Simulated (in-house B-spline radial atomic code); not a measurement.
Atomic self-consistent-field run: the sulfur ion S⁴⁺. Method: non-relativistic B3LYP, spin-polarised, spherical fractional occupations, exact exchange averaged over the configuration, point nucleus. Calculated with a radial B-spline atomic code at the basis-set limit.

Command:
```bash
python run_scf.py task.json out
```
Settings:
```
Z                16
configuration    [Ne] 3s2
hamiltonian      nr
method           b3lyp
spin_polarised   True
exact_exchange   averaged over the configuration
```

Output (hartree, bohr):
```
 radial grid: 43 intervals, B-splines of order 8, outer radius 14.6809 bohr

 iter        energy (Eh)    residual
    1        -390.965473    4.54e-01
    2        -393.492241    1.89e-01
    3        -393.837776    6.23e-02
    4        -393.876040    1.97e-02
    5        -393.879771    7.42e-03
    6        -393.880383    3.68e-05
    7        -393.880383    4.60e-06
    8        -393.880383    2.44e-08

 total energy                      -393.88038
 kinetic                             393.3566
 electron-nucleus                   -910.7905
 Hartree                             147.5775
 exact exchange                       -4.7013
 exchange-correlation                -19.3226

 orbital      occ     eigenvalue          <r>       <r^2>       <1/r>     <1/r^3>       <r^4>       r_max
 1s up      1.000       -91.2015    0.0972721   0.0127191     15.5574           - 0.000417008     0.06373
 1s down    1.000       -91.2015    0.0972721   0.0127191     15.5574           - 0.000417008     0.06373
 2s up      1.000       -10.1798     0.478208    0.271631     3.06239           -    0.132765      0.3889
 2s down    1.000       -10.1798     0.478208    0.271631     3.06239           -    0.132765      0.3889
 2p up      3.000        -8.1460     0.439926    0.241241     2.96747     81.2012    0.124012      0.3252
 2p down    3.000        -8.1460     0.439926    0.241241     2.96747     81.2012    0.124012      0.3252
 3s up      1.000        -2.4666      1.47217     2.47025    0.939971           -     9.35603       1.308
 3s down    1.000        -2.4666      1.47217     2.47025    0.939971           -     9.35603       1.308

 Slater integrals (Eh)
   F0(2p up,2p up)               2.085033
   F2(2p up,2p up)               0.966183
   F0(2p up,2p down)             2.085033
   F2(2p up,2p down)             0.966183
   F0(2p up,3s up)               0.805274
   G1(2p up,3s up)               0.066696
   F0(2p up,3s down)             0.805274
   F0(2p down,2p down)           2.085033
   F2(2p down,2p down)           0.966183
   F0(2p down,3s up)             0.805274
   F0(2p down,3s down)           0.805274
   G1(2p down,3s down)           0.066696
   F0(3s up,3s up)               0.610823
   F0(3s up,3s down)             0.610823
   F0(3s down,3s down)           0.610823
```

Time taken, with all properties: 0.21 s on 1 thread of AMD EPYC 7R43 64-Core Processor (shared host).
